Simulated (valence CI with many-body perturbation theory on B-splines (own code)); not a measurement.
## Al VII: electric-dipole lines

Computed by relativistic CI+MBPT: five valence electrons over a frozen Dirac-Fock core [He], a basis of 11 s, 11 p, 10 d, 8 f, 5 g, 2 h functions for each j, with the one-electron correlation potential Σ1, the two-electron term Σ2, the three-electron term Σ3, Breit, model QED; selected CI, second order for the rest, scaled by the run's own slope (own B-spline code, finite nucleus).

Set against measurement, 28 paired levels are off by 260 cm⁻¹ on average, the worst by 599. These come from a selection out of NIST levels in Kelleher and Podobedova, J. Phys. Chem. Ref. Data 37, 709 (2008); Martin and Zalubas, J. Phys. Chem. Ref. Data 8, 817 (1979). Levels without a partner in it may be off by more. Among the levels kept, up to 5600 cm⁻¹ of a level comes from second order outside the variational space, and about a tenth of that is noise between levels of different J, which matters for small intervals. 2 measured levels below the end of the list, from 1318010 cm⁻¹ on, found no clear computed partner, and computed levels of the same name lie up to 5257 cm⁻¹ from them.

Lines 1 to 50 of 600 in falling wavelength, among levels below 198.93 eV, chosen from the strongest by gf and those to the six lowest levels. Wavelengths and rates use the calculated energies, so an error of 300 cm⁻¹ moves a line at 4049 Å by 1.2 % and its rate by three times that or more. Electric multipoles are in the length gauge, E1 and E2 with the static RPA response of the core. Weak lines are less certain than strong ones. Lines between different terms over intervals too small for the method are left out, as are lines whose strength nearly cancels. Where a level lies close to another of its J and parity, the split of strength between their lines is uncertain. The highest levels of a list are the least certain.

Names give the largest LS component (configuration and term), which can be under half, so a name can repeat, a term be missing and a line seem to break the LS rules; names also repeat where a configuration has a term twice. Letters in brackets count levels of one name in rising energy.

```tsv
λ vac (Å)	Upper	Lower	A (s⁻¹)	log gf	Branch %
4049	2s²2p²4p ²D°_3/2	2s2p³3p ²P_1/2 [b]	1.35e+07	-0.88	0.1
4035	2s²2p²4d ²P_3/2	2s²2p²4p ²P°_3/2	1.52e+07	-0.83	0.0
3904	2s²2p²4p ²P°_3/2	2s2p³3p ²P_3/2 [b]	1.47e+07	-0.87	0.1
3874	2s²2p²4p ²D°_5/2	2s2p³3p ²P_3/2 [b]	2.08e+07	-0.55	0.1
3649	2s²2p²4p ⁴D°_3/2	2s²2p²4s ⁴P_3/2	2.19e+07	-0.76	0.2
3621	2s²2p²4p ⁴D°_1/2	2s²2p²4s ⁴P_1/2	6.50e+07	-0.59	0.5
3613	2s²2p²4d ²P_1/2	2s²2p²4p ²P°_1/2	3.16e+07	-0.91	0.0
3528	2s²2p²4p ⁴D°_3/2	2s²2p²4s ⁴P_1/2	4.76e+07	-0.45	0.4
3487	2s²2p²4p ⁴D°_5/2	2s²2p²4s ⁴P_3/2	6.09e+07	-0.18	0.5
3481	2s²2p²4d ⁴P_5/2	2s²2p²4p ⁴S°_3/2	4.85e+07	-0.28	0.0
3402	2s²2p²4p ⁴D°_7/2	2s²2p²4s ⁴P_5/2	8.31e+07	0.06	0.6
3386	2s²2p²4p ⁴P°_3/2	2s²2p²4s ⁴P_5/2	2.52e+07	-0.76	0.1
3321	2s²2p²4p ⁴P°_1/2	2s²2p²4s ⁴P_3/2	6.25e+07	-0.68	0.3
3255	2s²2p²4p ⁴P°_3/2	2s²2p²4s ⁴P_3/2	3.17e+07	-0.70	0.2
3225	2s²2p²4p ⁴P°_5/2	2s²2p²4s ⁴P_5/2	7.80e+07	-0.14	0.3
3161	2s²2p²4d ⁴F_5/2	2s²2p²4p ⁴D°_5/2	2.50e+07	-0.65	0.1
3158	2s²2p²4p ⁴P°_3/2	2s²2p²4s ⁴P_1/2	2.31e+07	-0.86	0.1
3143	2s²2p²4d ⁴D_5/2	2s²2p²4p ⁴P°_5/2	1.63e+07	-0.84	0.0
3102	2s²2p²4d ⁴F_3/2	2s²2p²4p ⁴D°_3/2	4.30e+07	-0.61	0.3
3074	2s²2p²4d ⁴D_3/2	2s²2p²4p ⁴P°_3/2	6.05e+07	-0.47	0.1
3066	2s²2p²4d ⁴F_9/2	2s²2p²4p ⁴D°_7/2	2.05e+08	0.46	1.3
3051	2s²2p²4d ⁴F_7/2	2s²2p²4p ⁴D°_5/2	2.01e+08	0.35	1.2
3038	2s²2p²4d ⁴F_5/2	2s²2p²4p ⁴D°_3/2	1.85e+08	0.19	1.0
3034	2s²2p²4d ⁴F_3/2	2s²2p²4p ⁴D°_1/2	1.66e+08	-0.04	1.0
3027	2s²2p²4d ⁴D_7/2	2s²2p²4p ⁴P°_5/2	1.45e+08	0.20	1.0
3017	2s²2p²4d ⁴D_3/2	2s²2p²4p ⁴P°_1/2	5.45e+07	-0.53	0.1
3007	2s²2p²4d ⁴D_1/2	2s²2p²4p ⁴P°_1/2	1.48e+08	-0.40	0.5
3003	2s²2p²4d ⁴D_5/2	2s²2p²4p ⁴P°_3/2	1.42e+08	0.06	0.3
2923	2s²2p²4d ²P_3/2	2s²2p²4p ⁴P°_3/2	2.92e+07	-0.83	0.0
2886	2s²2p²4d ⁴D_7/2	2s²2p²4p ⁴D°_7/2	7.82e+07	-0.11	0.5
2871	2s²2p²4d ²P_3/2	2s²2p²4p ⁴P°_1/2	3.72e+07	-0.74	0.1
2829	2s²2p²4d ⁴D_5/2	2s²2p²4p ⁴D°_5/2	4.90e+07	-0.45	0.1
2821	2s²2p²4d ⁴P_5/2	2s²2p²4p ⁴P°_5/2	1.47e+08	0.02	0.1
2764	2s²2p²4p ²D°_3/2	2s²2p²4s ²P_1/2	1.60e+08	-0.14	0.6
2761	2s²2p²4p ²P°_3/2	2s²2p²4s ²P_3/2	1.49e+08	-0.17	0.6
2746	2s²2p²4p ²D°_5/2	2s²2p²4s ²P_3/2	1.63e+08	0.04	0.6
2677	2s²2p²4p ²P°_1/2	2s²2p²4s ²P_1/2	1.25e+08	-0.57	0.5
2650	2s²2p²4p ⁴S°_3/2	2s²2p²4s ⁴P_5/2	9.84e+07	-0.38	0.6
2568	2s²2p²4p ⁴S°_3/2	2s²2p²4s ⁴P_3/2	4.57e+07	-0.74	0.3
2293	2s2p³3d ⁴D°_7/2 [b]	2s²2p²4s ⁴P_5/2	3.96e+07	-0.60	0.0
2097	2s²2p²4d ⁴D_3/2	2s²2p²4p ²S°_1/2	9.96e+07	-0.58	0.2
2058	2s²2p²4d ⁴P_5/2	2s2p³3s ⁴S°_3/2 [b]	3.11e+07	-0.93	0.0
2026	2s²2p²4d ²P_3/2	2s²2p²4p ²S°_1/2	1.63e+08	-0.40	0.2
1990	2s2p³3p ²P_3/2 [a]	2s2p³3s ²D°_5/2 [a]	1.18e+08	-0.55	0.1
1959	2s2p³3p ²P_1/2 [a]	2s2p³3s ²D°_3/2 [a]	1.42e+08	-0.79	0.1
1956	2s²2p²4d ²P_1/2	2s²2p²4p ²S°_1/2	2.17e+08	-0.60	0.3
1898	2s²2p²4p ⁴D°_1/2	2s2p³3p ⁴P_1/2 [b]	1.08e+08	-0.93	0.9
1872	2s²2p²4p ⁴D°_3/2	2s2p³3p ⁴P_1/2 [b]	8.30e+07	-0.76	0.7
1857	2s2p³3d ⁴P°_5/2	2s²2p²4s ⁴P_5/2	4.97e+07	-0.81	0.0
1834	2s²2p²4p ⁴D°_5/2	2s2p³3p ⁴P_3/2 [b]	1.10e+08	-0.48	0.8
```

(1) How does gf follow from A for the line at 3102 Å?

Results:

(1) gf = 1.4992 × (2J+1)_upper × A / σ², with σ = 32240 cm⁻¹ and 2J+1 = 4: gf = 0.248.
